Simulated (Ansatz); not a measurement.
Frontier orbitals of CH4AlFS, SMILES `C[S][AlH][F]`.

The species carries charge 0 and has multiplicity 1. All single points use the PBE0-D4/def2-TZVP geometry. It is one conformer, not always the lowest. Basis def2-TZVPP, Ansatz 0.2.0.

Compute the vertical ionisation energy as the energy of the cation minus that of the neutral molecule, at each level. (Estimate.)

The calculation gave: 
```tsv
level	IE (eV)	difference from CCSD(T)/CBS(def2)
PBE-D4/def2-TZVPP	9.57	-0.27
r2SCAN-D4/def2-TZVPP	9.59	-0.24
PBE0-D4/def2-TZVPP	9.63	-0.20
B3LYP-D4/def2-TZVPP	9.68	-0.15
ωB97X-V/def2-TZVPP	9.69	-0.15
ωB97M-V/def2-TZVPP	9.68	-0.15
B2PLYP/def2-TZVPP	9.62	-0.21
HF/def2-TZVPP	8.60	-1.23
MP2/def2-TZVPP	9.75	-0.08
CCSD/def2-TZVPP	9.60	-0.24
CCSD(T)/def2-TZVPP	9.66	-0.17
HF/def2-QZVPP	8.59	-1.24
MP2/def2-QZVPP	9.85	0.01
CCSD/def2-QZVPP	9.68	-0.16
CCSD(T)/def2-QZVPP	9.76	-0.08
HF/CBS(def2)	8.59	-1.25
MP2/CBS(def2)	9.92	0.09
CCSD/CBS(def2)	9.74	-0.09
CCSD(T)/CBS(def2)	9.83	0.00
```

B3LYP here is the variant with VWN-RPA as its local correlation; programs differ in this.
